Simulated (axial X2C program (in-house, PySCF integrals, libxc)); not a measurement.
Working with the constants of NaBa⁻

A bond curve at the LDA level, 2c, was computed with an axial X2C code built on PySCF integrals (basis Ba dyall-acv3z [15s15p10d6f1g], Na dyall-av3z [10s9p5d2f] (cores contracted in-house)) for the state Ω = 0 (closed shell). Its fit gives Re = 4.0417 Å, ωe = 84.8 cm⁻¹, ωexe = 0.505 cm⁻¹ and αe = 3.923e-04 cm⁻¹; the masses are 137.9052 and 22.9898 u. Two-component means X2C with spin–orbit coupling and atomic mean-field Coulomb and Gaunt terms.

Find the reduced mass, Be and the force constant.

From the LDA values: μ = 19.7049 u. Be = 16.8576/(μ Re²) = 0.05237 cm⁻¹. k = 5.8918×10⁻⁷ μ ωe² = 0.0835 mdyn/Å.

A Morse curve ties αe to the other constants (Pekeris). How well does that hold?

αe(Morse) = 6Be²/ωe × (√(ωexe/Be) − 1) = 4.086e-04 cm⁻¹; the LDA curve gives 3.923e-04 cm⁻¹, a ratio of 1.04.

Where do the fundamental and the first overtone lie?

ν(1←0) = ωe − 2ωexe = 83.8 cm⁻¹; ν(2←0) = 2ωe − 6ωexe = 166.6 cm⁻¹.

Estimate the centrifugal constant by the Kratzer relation.

D = 4Be³/ωe² = 7.99e-08 cm⁻¹.

Give B0, the J = 1←0 line in GHz and the most populated J at 300 K (kT = 208.5 cm⁻¹).

B0 = Be − αe/2 = 0.05218 cm⁻¹; 2B0 = 3.128 GHz; J(max) ≈ √(kT/2B0) − 1/2 = 44.2, so J = 44.

The state is one determinant whose occupation by symmetry is held fixed; it was picked as the lowest of a PBE0 search that is not exhaustive. PBE0 can misorder states that lie within some tenths of an eV, so this need not be the ground state of the molecule. The nearest other 2c determinant of the search, Ω = 2, lies 0.49 eV up at the distance of the search. The highest occupied level of some functionals is positive through self-interaction error; at Hartree–Fock it is bound.
